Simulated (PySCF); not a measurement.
This PySCF input asks for the NMR shieldings of `InChI=1S/C3H4O.Al.2FH/c1-2-3-4;;;/h1-2H2;;2*1H/q+1;+2;;/p-2`; the geometry comes from GFN2-xTB.

```python
import basis_set_exchange as bse
import numpy as np
from pyscf import gto, dft
from pyscf.prop import nmr

atoms = """
O    -3.033069   -0.572276    0.005750
C    -2.064797   -0.080229    0.279724
C    -0.788083    0.401292    0.492951
C     0.072710   -0.494029   -0.453160
Al    2.010516    0.116110   -0.246740
F     3.266183   -0.544264   -1.036195
F     2.001031    1.346650    0.831557
H    -0.695951    1.467656    0.244310
H    -0.477139    0.308066    1.542658
H    -0.254729   -0.395203   -1.491182
H    -0.031248   -1.551104   -0.195638
"""
names = dict.fromkeys(["O", "C", "Al", "F", "H"], "pcSseg-1")
basis = {el: gto.basis.parse(bse.get_basis(n, elements=[el], fmt="nwchem")) for el, n in names.items()}
mol = gto.M(atom=atoms, basis=basis, charge=1, verbose=0)
mf = dft.RKS(mol, xc="PBE0")
mf.grids.level = 2
mf.grids.alignment = dft.numint.BLKSIZE   # the property module wants whole blocks of grid points
mf.conv_tol = 1e-9
mf.kernel()

calc = nmr.RKS(mf)   # GIAO
C = mf.mo_coeff
Co = C[:, mf.mo_occ > 0]
resp = mf.gen_response(singlet=True, hermi=2)
def vind(x):   # induced exchange potential for any number of trial vectors
    d = np.einsum("pi,xij,qj->xpq", C, 2 * x.reshape(-1, C.shape[1], Co.shape[1]), Co, optimize=True)
    return np.einsum("xpq,pi,qj->xij", resp(d - d.transpose(0, 2, 1)), C, Co, optimize=True).ravel()
mo1, _ = nmr.rhf.solve_mo1(calc, with_cphf=vind)
sigma = calc.kernel(mo1)
for i, s in enumerate(sigma):   # ppm
    w = np.linalg.eigvalsh((s + s.T) / 2)
    print("%2d %-2s iso %8.1f  s11 %8.1f  s22 %8.1f  s33 %8.1f" % (i, mol.atom_pure_symbol(i), w.mean(), *w))
```

Problem. What are the results?

Solution. 
```
 0 O  iso    -30.5  s11   -221.6  s22   -128.2  s33    258.4
 1 C  iso     22.0  s11   -100.7  s22    -98.3  s33    265.0
 2 C  iso    178.6  s11    160.1  s22    172.8  s33    202.8
 3 C  iso    177.4  s11    160.7  s22    167.5  s33    204.0
 4 Al iso    471.4  s11    408.9  s22    477.8  s33    527.5
 5 F  iso    339.8  s11    259.4  s22    310.4  s33    449.7
 6 F  iso    337.7  s11    233.1  s22    338.3  s33    441.8
 7 H  iso     27.5  s11     21.9  s22     26.6  s33     33.9
 8 H  iso     27.5  s11     22.0  s22     26.6  s33     33.9
 9 H  iso     29.8  s11     25.1  s22     28.0  s33     36.2
10 H  iso     29.8  s11     25.1  s22     28.0  s33     36.2
```

These numbers come from an equivalent density-fitted implementation of the same equations, which agrees with the script to about 0.01 ppm for H and up to a few tenths of a ppm for heavy atoms, so last digits may differ.

Size and cost of the density-fitted run: 146 basis functions, 25 s wall time on 1 thread of an Arm Neoverse N1, shared host; peak memory 0.69 GiB.
